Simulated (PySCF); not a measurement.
**A small calculation by hand: dipole moment from atomic charges**

Sn(OH)3 (H3O3Sn), SMILES [OH][Sn]([OH])[OH], multiplicity 2. Atoms are numbered in the order given.

```xyz
7

Sn     0.0000     0.0000     0.2870
O     -0.5211     1.7585    -0.5076
H      0.2603     2.2858    -0.7220
O      1.7835    -0.4279    -0.5076
H      1.8494    -1.3683    -0.7220
O     -1.2623    -1.3305    -0.5076
H     -2.1097    -0.9175    -0.7220
```
Charge 0, spin multiplicity 2.

Geometry optimised at PBE0-D3(BJ)/def2-SVP. The spin state was assumed, not searched. The isomer is the one that the SMILES or the coordinates give; other isomers of the formula were not compared. The def2 effective core potentials stand for the cores of Sn; spin–orbit coupling is left out. The values are those of a single conformer.

Charges (e) from PBE0/def2-TZVP (PySCF):

| atom | Mulliken | ESP fit |
|---|---|---|
| Sn1 | 1.024 | 0.700 |
| O2 | -0.663 | -0.665 |
| H3 | 0.321 | 0.434 |
| O4 | -0.663 | -0.669 |
| H5 | 0.321 | 0.435 |
| O6 | -0.663 | -0.670 |
| H7 | 0.321 | 0.435 |

The dipole moment of the full density is 1.20 D.

### Question
What dipole moment does each set of point charges give, and which comes closer to that of the density?

### Answer

μ = Σ q r, and 1 e Å = 4.8032 D.
Mulliken: Σ q r = (0.000, 0.000, 0.608) e Å, |μ| = 2.92 D.
ESP fit: Σ q r = (-0.001, 0.006, 0.277) e Å, |μ| = 1.33 D.
ESP fit comes closer in size. Point charges leave out the atoms' own dipoles (lone pairs, polarised bonds); fits to the potential absorb them, partitions of the density don't.
